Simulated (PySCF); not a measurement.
**Computed vibrations of Bi2O2Cl2**

Bi2O2Cl2 (singlet). PySCF 2.14.0, RKS PBE, Bi def2-SVP with ECP60, O def2-SVP, Cl def2-SVP; non-relativistic Hamiltonian with scalar-relativistic core potentials where named; density fitting; no spin-orbit coupling. Central differences of gradients.

```xyz
6

Bi    0.0000    0.0000    1.6217
Bi    0.0000    0.0000   -1.6217
O     1.4735    0.0000    0.0000
O    -1.4735    0.0000    0.0000
Cl    0.0000    0.0000    4.2870
Cl    0.0000    0.0000   -4.2870
```

Run from Python with OMP_NUM_THREADS=2. Where DIIS fails, smearing, a level shift and second-order steps follow.
It took 59 s on 2 threads of Arm Neoverse V2 (shared host).

**Question.** What are the harmonic wavenumbers and infrared intensities?

**Answer.** Modes are labelled in D2h; negative numbers are unstable modes, those under 60 cm⁻¹ near the noise; a finer grid moves soft modes by up to 10 cm⁻¹.
| cm⁻¹ | km/mol | symmetry |
| --- | --- | --- |
| -262 | – | b3u |
| -139 | – | b3g |
| -108 | – | b2g |
| -46 | – | b2u |
| 31 | 1.3 | b3u |
| 131 | 0.0 | ag |
| 204 | 0.0 | b3g |
| 245 | 161.9 | b1u |
| 266 | 0.0 | ag |
| 452 | 42.8 | b2u |
| 478 | 0.0 | ag |
| 509 | 356.3 | b1u |

**Question.** Is this a minimum?

**Answer.** No: 4 unstable; the lowest moves the atoms so:
```
Bi   0.00 -0.08  0.00
Bi   0.00 -0.08  0.00
O    0.00  0.68  0.00
O    0.00  0.68  0.00
Cl   0.00  0.17  0.00
Cl   0.00  0.17  0.00
```
